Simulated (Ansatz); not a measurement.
`CNB[SiH3]` + CH₃SH → `CSB[SiH3]` + CH₃NH₂ at 298.15 K and 1 bar (ligand exchange at a B–N bond).

Computed with Ansatz on PBE0-D4/def2-TZVP structures; ΔE is electronic, products minus reactants. CCSD(T)/CBS is the MP2 limit (def2-TZVPP, def2-QZVPP) plus CCSD(T) − MP2 in def2-TZVPP, frozen cores. This one scheme is used for every species. Each species was taken in one conformer, which may not be the lowest.

```json
{"species": "`CNB[SiH3]`", "CCSD(T)/CBS energy (Eh)": "-411.45901", "H − E (kJ/mol)": "264.3", "S (J/(mol·K))": "329.4"}
{"species": "CH₃SH", "CCSD(T)/CBS energy (Eh)": "-438.22835", "H − E (kJ/mol)": "133.0", "S (J/(mol·K))": "253.2"}
{"species": "`CSB[SiH3]`", "CCSD(T)/CBS energy (Eh)": "-753.91766", "H − E (kJ/mol)": "221.4", "S (J/(mol·K))": "350.9"}
{"species": "CH₃NH₂", "CCSD(T)/CBS energy (Eh)": "-95.75281", "H − E (kJ/mol)": "180.0", "S (J/(mol·K))": "240.4"}
```

H − E and S are ideal-gas, rigid-rotor, harmonic terms from PBE0-D4/def2-TZVP, for one conformer and one mirror image of each species. 1 Eh = 2625.50 kJ/mol, R = 8.31446 J/(mol·K).

Question: By hand: ΔE, ΔH, ΔS and ΔG.

Answer: ΔE = (-753.91766) + (-95.75281) − (-411.45901) − (-438.22835) = 0.01689 Eh = 44.3 kJ/mol. Δ(H − E) = 221.4 + 180.0 − 264.3 − 133.0 = 4.1, so ΔH = 48.4 kJ/mol. ΔS = 350.9 + 240.4 − 329.4 − 253.2 = 8.7 J/(mol·K). ΔG = 48.4 − 298.15 × (8.7)/1000 = 45.8 kJ/mol.

Question: By hand: the equilibrium constant, and the temperature at which ΔG would vanish if ΔH and ΔS stayed fixed.

Answer: log₁₀ K = −ΔG/(RT ln 10) = -8.0. ΔG = 0 at ΔH/ΔS = 5563 K, far beyond where these terms or the molecules hold.

The number of gas molecules stays the same, so ΔS is small and ΔH decides. A doubt of 5 kJ/mol in ΔE shifts log₁₀ K by 0.9 here. Other conformers and mirror images would add mixing entropy, several J/(mol·K) or more a flexible species. These are equilibria of isolated gas molecules and say nothing of rates. Largest T1 diagnostic: 0.015 (customary marks: 0.02 for closed shells, 0.045 for open ones).
